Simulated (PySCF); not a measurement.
Isomers of C6H7ClO2SSi, one GFN2-xTB conformer each. Single-point energies are computed at PBE0/pcSseg-1 (PySCF, gas phase, no added dispersion term), electronic only.

```tsv
SMILES	GFN2-xTB relative energy (kJ/mol)
O=S(=O)(Cl)c1cccc([SiH3])c1	25.1
O=S(=O)(Cl)c1ccccc1[SiH3]	0.0
O=S(=O)(Cl)c1ccc([SiH3])cc1	27.6
```

Conformers: `[O:1]=[S:2](=[O:3])([Cl:4])[c:5]1[cH:6][cH:7][cH:8][c:9]([SiH3:10])[cH:11]1` with O1–S2–C5–C6 -21°; `[O:1]=[S:2](=[O:3])([Cl:4])[c:5]1[cH:6][cH:7][cH:8][cH:9][c:10]1[SiH3:11]` with O1–S2–C5–C6 -23°; `[O:1]=[S:2](=[O:3])([Cl:4])[c:5]1[cH:6][cH:7][c:8]([SiH3:9])[cH:10][cH:11]1` with O1–S2–C5–C6 23°.

What does PBE0/pcSseg-1 give for the same structures?

```json
{"SMILES": "O=S(=O)(Cl)c1cccc([SiH3])c1", "PBE0/pcSseg-1 E (Eh)": "-1530.17740", "PBE0/pcSseg-1 (kJ/mol)": "0.0", "GFN2-xTB (kJ/mol)": "25.1", "point group": "C1"}
{"SMILES": "O=S(=O)(Cl)c1ccc([SiH3])cc1", "PBE0/pcSseg-1 E (Eh)": "-1530.17703", "PBE0/pcSseg-1 (kJ/mol)": "1.0", "GFN2-xTB (kJ/mol)": "27.6", "point group": "–"}
{"SMILES": "O=S(=O)(Cl)c1ccccc1[SiH3]", "PBE0/pcSseg-1 E (Eh)": "-1530.17277", "PBE0/pcSseg-1 (kJ/mol)": "12.2", "GFN2-xTB (kJ/mol)": "0.0", "point group": "C1"}
```

GFN2-xTB puts O=S(=O)(Cl)c1ccccc1[SiH3] lowest instead; measured from each level's own lowest isomer, the values differ by up to 26.6 kJ/mol (O=S(=O)(Cl)c1ccc([SiH3])cc1: 27.6 against 1.0). Neighbours under 10 kJ/mol apart (O=S(=O)(Cl)c1cccc([SiH3])c1 and O=S(=O)(Cl)c1ccc([SiH3])cc1) can change places with a better method, another conformer or zero-point energy.

Which frontier levels, dipoles and rotational constants go with these structures?

| SMILES | HOMO (eV, PBE0/pcSseg-1) | LUMO (eV) | dipole (D) | A, B, C (MHz) |
| --- | --- | --- | --- | --- |
| O=S(=O)(Cl)c1cccc([SiH3])c1 | -8.35 | -2.12 | 5.19 | 1338, 432.5, 388.1 |
| O=S(=O)(Cl)c1ccc([SiH3])cc1 | -8.39 | -2.21 | 5.14 | 1904, 348.5, 345.4 |
| O=S(=O)(Cl)c1ccccc1[SiH3] | -8.33 | -2.21 | 4.59 | 1061, 684.4, 519.3 |

As an exercise, what shares would exp(−E/RT) give at 1000 K from these electronic energies alone (no entropy, no degeneracies)?

RT = 8.314 kJ/mol: O=S(=O)(Cl)c1cccc([SiH3])c1 47.1 %, O=S(=O)(Cl)c1ccc([SiH3])cc1 41.9 %, O=S(=O)(Cl)c1ccccc1[SiH3] 10.9 %.
